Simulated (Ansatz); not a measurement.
Geometry optimisation, DFT PBE, scalar-relativistic, plane waves, PAW (Ansatz 0.2.0).

input.yaml

```yaml
crystal:
  lattice:
    - [4.58, 0.0, 0.0]
    - [3.435, 5.949595, 0.0]
    - [0.0, 0.0, 16.58843]
  atoms:
    - { symbol: Be, position: [0.0, 0.0, 0.06028298] }
    - { symbol: Be, position: [0.5, 0.0, 0.06028298] }
    - { symbol: Be, position: [2.0e-08, 0.33333331, 0.06028298] }
    - { symbol: Be, position: [0.50000002, 0.33333331, 0.06028298] }
    - { symbol: Be, position: [4.0e-08, 0.66666661, 0.06028298] }
    - { symbol: Be, position: [0.50000004, 0.66666661, 0.06028298] }
    - { symbol: Be, position: [-0.16666665, 0.2222222, 0.16844361] }
    - { symbol: Be, position: [0.33333335, 0.2222222, 0.16844361] }
    - { symbol: Be, position: [-0.16666663, 0.55555551, 0.16844361] }
    - { symbol: Be, position: [0.33333337, 0.55555551, 0.16844361] }
    - { symbol: Be, position: [-0.16666661, 0.88888882, 0.16844361] }
    - { symbol: Be, position: [0.33333339, 0.88888882, 0.16844361] }
    - { symbol: Be, position: [0.0, 0.0, 0.27660424] }
    - { symbol: Be, position: [0.5, 0.0, 0.27660424] }
    - { symbol: Be, position: [2.0e-08, 0.33333331, 0.27660424] }
    - { symbol: Be, position: [0.50000002, 0.33333331, 0.27660424] }
    - { symbol: Be, position: [4.0e-08, 0.66666661, 0.27660424] }
    - { symbol: Be, position: [0.50000004, 0.66666661, 0.27660424] }
    - { symbol: C, position: [0.83333335, 0.2222222, 0.34653249] }
basis:
  ecutwfc: 420.0
kpoints:
  mp_grid: { grid: [4, 3, 1] }
hamiltonian:
  xc: pbe
scf:
  occupations: { method: gaussian, width: 0.05 }
  lower_state_search: "off"
relax:
  f_tol: 0.03
  max_steps: 60
  adjacent_minimum: "off"
  constraints: [{ sites: [0, 1, 2, 3, 4, 5] }]
output:
  write_density: true
  write_potential: true
  elf: true
  volumetric_format: npy
```

Launched with:

```bash
$ ansatz run input.yaml --threads 1 --pin off --max-ram 3072MiB --backend cpu --events-out ev --progress --plain --runs-dir out
```

Task: Where does it end, and by what steps?

Result: It converged. The force dipped under the threshold on the way, but the program's further checks kept it going. Limits of this set-up: coarse k mesh, thin slab, slab without dipole correction. After 13 steps the energy has fallen by 0.665 eV; C19 moved furthest, 0.63 Å. Joined: Be18–C19.

```tsv
step	energy less start (eV)	largest force component (eV/Å)	accepted
0	0.0000	1.164	yes
1	-0.1095	0.848	yes
2	-0.2349	0.403	yes
3	-0.3575	0.373	yes
4	-0.5420	0.435	yes
5	-0.4794	1.717	no
6	-0.6273	0.466	yes
7	-0.6562	0.087	yes
8	-0.6412	0.207	no
9	-0.6633	0.065	yes
10	-0.6611	0.120	no
11	-0.6644	0.044	yes
12	-0.6647	0.026	yes
13	-0.6647	0.026	yes
```

```xyz
19
Lattice="4.5800 0.0000 0.0000 3.4350 5.9496 0.0000 0.0000 0.0000 16.5884" Properties=species:S:1:pos:R:3
Be 0.000 0.000 1.000
Be 2.290 0.000 1.000
Be 1.145 1.983 1.000
Be 3.435 1.983 1.000
Be 2.290 3.966 1.000
Be 4.580 3.966 1.000
Be -0.019 1.352 2.824
Be 2.288 1.290 2.849
Be 1.174 3.393 2.842
Be 3.431 3.343 2.810
Be 2.289 5.314 2.798
Be 4.516 5.283 2.907
Be -0.056 0.217 5.070
Be 2.311 -0.117 4.664
Be 1.297 1.883 4.604
Be 3.287 1.995 4.592
Be 2.419 4.128 4.618
Be 4.642 3.643 4.937
C 4.583 1.922 5.565
```

Whether the end is a true minimum wasn't checked by a vibrational analysis.

Run time: 110 s on 1 CPU thread of a shared host.
